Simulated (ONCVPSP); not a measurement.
# promethium ONCV: all-electron and pseudo phase curves

ONCVPSP 4.0.1 input, shortened (lines: element, Z, core and valence counts, functional; n l f; lmax; l rc ep ncon nbas qcut; lloc lpopt rc5 dvloc0; l nproj debl; icmod fcfact rcfact), PBEsol, scalar-relativistic:

```
  Pm 61.00   10    3  -116133      upf
    1    0    2.00
    2    0    2.00
    2    1    6.00
    3    0    2.00
    3    1    6.00
    3    2   10.00
    4    0    2.00
    4    1    6.00
    4    2   10.00
    5    0    2.00
    4    3    5.00
    5    1    6.00
    6    0    2.00
    3
    0    3.55    0.00    5    9    1.90
    1    2.70    0.00    4    7    6.30
    2    3.55    0.08    3    8    2.70
    3    1.70    0.00    4    9   10.40
    4    2    1.65    0.00
    0    2    1.20
    1    3    3.40
    2    2    0.40
    3    2    1.40
    1    0.45    0.00
```

In the d channel the program set the typed energies aside and used -0.067, 0.333 Ha.

The phase is arctan(r·R′/R) of the radial function R(r), unwrapped; energies in Ha, scanned from -2 to 5 Ha. A pole is an energy at which the radial function vanishes at the test radius. The pseudo phase is shifted by a multiple of π to meet the all-electron one at the reference energy, and phase errors are pseudo minus all-electron; the curves can meet again beyond the range given. Levels narrower than the energy grid can be missing from the lists of poles.

| channel | radius (bohr) | reference energy (Ha) | poles, all-electron | poles, pseudo | unbroken range about the reference energy with phases within 0.05 rad | phase error 1 Ha above the reference energy (rad) |
| --- | --- | --- | --- | --- | --- | --- |
| s | 3.60 | -0.13 | -1.53, 0.56, 3.07 | -0.44, 0.56, 2.43, 4.17 | -0.4 to 1.5 | -0.000 |
| p | 2.73 | -0.83 | -0.67, 2.63 | -0.67, 2.63 | the whole range | -0.001 |
| d | 3.60 | -0.07 | 0.13, 1.83, 4.58 | 0.13, 2.31 | below 0.7 | +0.066 |
| f | 1.73 | -0.08 | 0.22 | 0.22 | the whole range | +0.000 |

Note: ghosts flagged at negative energy: s at -12.0 eV; GHOST(+) flagged for d at 288.1 eV. A true bound ghost makes a file unfit for plane-wave use.

Phases in the f channel:

```json
{"E (Ha)": "-1.98", "all-electron": "1.200", "pseudo": "1.201"}
{"E (Ha)": "-1.62", "all-electron": "1.148", "pseudo": "1.149"}
{"E (Ha)": "-1.26", "all-electron": "1.065", "pseudo": "1.066"}
{"E (Ha)": "-0.90", "all-electron": "0.902", "pseudo": "0.903"}
{"E (Ha)": "-0.54", "all-electron": "0.425", "pseudo": "0.426"}
{"E (Ha)": "-0.18", "all-electron": "-0.930", "pseudo": "-0.930"}
{"E (Ha)": "0.18", "all-electron": "-1.539", "pseudo": "-1.539"}
{"E (Ha)": "0.54", "all-electron": "-1.768", "pseudo": "-1.767"}
{"E (Ha)": "0.90", "all-electron": "-1.938", "pseudo": "-1.938"}
{"E (Ha)": "1.26", "all-electron": "-2.141", "pseudo": "-2.141"}
{"E (Ha)": "1.62", "all-electron": "-2.467", "pseudo": "-2.467"}
{"E (Ha)": "1.98", "all-electron": "-3.030", "pseudo": "-3.026"}
{"E (Ha)": "2.34", "all-electron": "-3.671", "pseudo": "-3.662"}
{"E (Ha)": "2.70", "all-electron": "-4.072", "pseudo": "-4.062"}
{"E (Ha)": "3.06", "all-electron": "-4.287", "pseudo": "-4.277"}
{"E (Ha)": "3.42", "all-electron": "-4.413", "pseudo": "-4.403"}
{"E (Ha)": "3.78", "all-electron": "-4.496", "pseudo": "-4.486"}
{"E (Ha)": "4.14", "all-electron": "-4.556", "pseudo": "-4.544"}
{"E (Ha)": "4.50", "all-electron": "-4.601", "pseudo": "-4.588"}
{"E (Ha)": "4.86", "all-electron": "-4.638", "pseudo": "-4.623"}
```
